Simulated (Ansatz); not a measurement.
Ansatz (a program for electronic structure) input (CCSD(T,core; 1s of Na to Cl frozen)/cc-pwCVTZ):
A basis named .json is the Basis Set Exchange file of that set.

Ansatz 0.2 input:
```yaml
crystal:
  periodic: [false, false, false]
  atoms:
    - {symbol: C, position_ang: [-1.45156978, 1.46630407, 0.17551658]}
    - {symbol: Si, position_ang: [-0.40167626, 0.04786648, -0.49723185]}
    - {symbol: C, position_ang: [-1.28949051, -1.60071547, -0.25066455]}
    - {symbol: Si, position_ang: [1.76546125, 0.04030927, 0.38132927]}
    - {symbol: H, position_ang: [-1.64136445, 1.32937693, 1.24469729]}
    - {symbol: H, position_ang: [-2.41746770, 1.50975342, -0.33200182]}
    - {symbol: H, position_ang: [-0.95403974, 2.42763586, 0.04120806]}
    - {symbol: H, position_ang: [-1.47704417, -1.78004921, 0.81262351]}
    - {symbol: H, position_ang: [-0.69720140, -2.43250581, -0.63413836]}
    - {symbol: H, position_ang: [-2.25290976, -1.60417000, -0.76470053]}
    - {symbol: H, position_ang: [1.80173291, -0.16285629, 1.85720795]}
    - {symbol: H, position_ang: [2.55879944, -1.04909886, -0.24125373]}
    - {symbol: H, position_ang: [2.43286668, 1.33392181, 0.08988157]}
basis:
  gaussian:
    orbitals: cc-pwCVTZ.json
magnetization: {spin_polarized: true, initial_magnetization: 1}
correlation: {method: ccsd_t, frozen_orbitals: {C: 0, H: 0, Si: 1}}
```

End of the output:

```
integrals: 5.88 GiB planned
1859 factors; integrals over basis functions are off by at most 1.2e-3 eV
2.11 GiB of device memory are held for the factors and their scratch space
mean field: 1.96 GiB planned
mean field evaluation 1: about -17925.2571 eV, gradient 2.4e1 eV
mean field evaluation 2: about -17925.2577 eV, gradient 2.4e1 eV
mean field evaluation 4: about -17928.9232 eV, gradient 2.8e0 eV
mean field evaluation 8: about -17929.0266 eV, gradient 2.5e-3 eV
mean field evaluation 16: about -17929.0262 eV, gradient 2.3e-1 eV
mean field -17929.02657024 eV, -658.8795737258 hartree, gradient 5.6e-6 eV, S^2 0.758132; 0 other end points of the search recorded, 0 dependent functions left out
2 core orbitals not correlated
reference -17929.02657024 eV, -658.8795737258 hartree; 23, 22 occupied and 305, 306 virtual orbitals, 1859 factors
second order -32.63878319 eV of doubles, -0.00000000 eV of singles
coupled cluster: 63.34 GiB planned
cycle   1  -33.89231636 eV  change    -1.3e0 eV  update   9.5e-2
cycle   2  -34.48270647 eV  change   -5.9e-1 eV  update   2.9e-2
cycle   3  -34.55002353 eV  change   -6.7e-2 eV  update   1.2e-2
cycle   4  -34.53814110 eV  change    1.2e-2 eV  update   4.2e-3
cycle   5  -34.53814668 eV  change   -5.6e-6 eV  update   1.6e-3
cycle   6  -34.53843829 eV  change   -2.9e-4 eV  update   6.9e-4
cycle   7  -34.53829547 eV  change    1.4e-4 eV  update   3.0e-4
cycle   8  -34.53839735 eV  change   -1.0e-4 eV  update   1.4e-4
cycle   9  -34.53844744 eV  change   -5.0e-5 eV  update   5.9e-5
cycle  10  -34.53842037 eV  change    2.7e-5 eV  update   2.7e-5
perturbative correction -0.85374425 eV, -0.0313745225 hartree
Total energy: -17964.41873486 eV, -660.1802117859 hartree
```

It need not be the lowest isomer of its formula.
